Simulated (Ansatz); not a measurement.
Breaking the Ge1–H3 bond in GeH5N (SMILES [NH2][GeH3]) (multiplicity 1 held, fragments rigid). Energies count from the point at 1.537 Å.
Geometry at that point (charge 0, multiplicity 1):
```csv
atom,x (Å),y (Å),z (Å)
Ge,-0.3602,0.0405,0.0299
N,1.4703,-0.1400,-0.2088
H,-1.0324,-0.9064,-0.9769
H,-0.7026,1.5079,-0.2731
H,-0.8590,-0.3067,1.4546
H,1.8070,-1.0853,-0.0769
H,2.0201,0.4746,0.3779
```

Restricted levels (R-, RO-) in cc, def2 and unpolarised 6-31G sets keep to the state of the molecule at rest. Unrestricted levels (U-) break spin symmetry where that is lower. Active spaces are followed from a long bond inwards. Curves can end on different states.

Correlated levels freeze the cores. Filled d and f shells under p-block atoms count as core.

Run with Ansatz (a quantum-chemistry and plane-wave program) with Gaussian orbitals. 

Energies in eV.

| R (Å) | R-MP2/cc-pVDZ | U-SCS-MP2/cc-pVDZ | R-CCSD/cc-pVDZ | U-CCSD/cc-pVDZ | SC-NEVPT2 on CASSCF(2,2)/cc-pVDZ | FIC-MRCISD+Q on CASSCF(2,2)/cc-pVDZ |
|---|---|---|---|---|---|---|
| 1.230 | 1.36 | 1.37 | 1.37 | 1.37 | 1.40 | 1.37 |
| 1.383 | 0.27 | 0.27 | 0.28 | 0.28 | 0.30 | 0.28 |
| 1.537 | 0.00 | 0.00 | 0.00 | 0.00 | 0.00 | 0.00 |
| 1.691 | 0.17 | 0.16 | 0.15 | 0.15 | 0.13 | 0.15 |
| 1.844 | 0.56 | 0.55 | 0.52 | 0.52 | 0.47 | 0.52 |
| 2.075 | 1.31 | 1.30 | 1.23 | 1.23 | 1.14 | 1.20 |
| 2.305 | 2.09 | 2.31 | 1.93 | 1.94 | 1.79 | 1.89 |
| 2.690 | 3.23 | 3.28 | 2.89 | 2.92 | 2.67 | 2.78 |
| 3.074 | 4.10 | 3.59 | 3.51 | 3.48 | 3.20 | 3.33 |
| 3.535 | 4.80 | 3.70 | 3.90 | 3.70 | 3.49 | 3.63 |
| 4.150 | 5.20 | 3.73 | 4.10 | 3.75 | 3.61 | 3.74 |
| 4.918 | 5.07 | 3.74 | 4.17 | 3.76 | 3.64 | 3.77 |

Doubts at one or more of the structures used: a restricted determinant that unrestricted orbitals would lower (R-MP2/cc-pVDZ, R-CCSD/cc-pVDZ); a spin-contaminated determinant (U-SCS-MP2/cc-pVDZ, U-CCSD/cc-pVDZ); other coupled-cluster roots lie near (R-CCSD/cc-pVDZ); T1 above 0.05 (R-CCSD/cc-pVDZ, U-CCSD/cc-pVDZ).
